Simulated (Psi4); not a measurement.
CH₂N (SMILES C#[NH+]), charge +1, singlet, geometry from GFN2-xTB. Base run: PBE0/aug-cc-pVDZ (Psi4).

Geometry (Å):
```xyz
4

C      0.0000     0.0000    -0.6003
N      0.0000     0.0000     0.5327
H      0.0000     0.0000    -1.6749
H      0.0000     0.0000     1.5482
```
Charge +1, spin multiplicity 1.
All else is at Psi4's defaults (density fitting).

Variants of this job, named by their change:

| change | basis functions | E (Eh) |
|---|---|---|
| base | 64 | -93.60044 |
| basis = cc-pVTZ-DK; relativity = spin-free X2C (with scf_type pk) | 88 | -93.66986 |
| basis = cc-pVDZ-DK; relativity = spin-free X2C (with scf_type pk) | 38 | -93.64124 |
| basis = cc-pVDZ-DK; relativity = none (with scf_type pk) | 38 | -93.59468 |
| basis = cc-pVTZ-DK; relativity = none (with scf_type pk) | 88 | -93.62347 |

Absolute energies of different levels of theory aren't comparable as measures of quality.

Basis sets contracted for a relativistic Hamiltonian are a mismatch without it, so the rows without relativity aren't non-relativistic limits. No row has spin-orbit coupling; sets with core potentials leave out the core electrons.
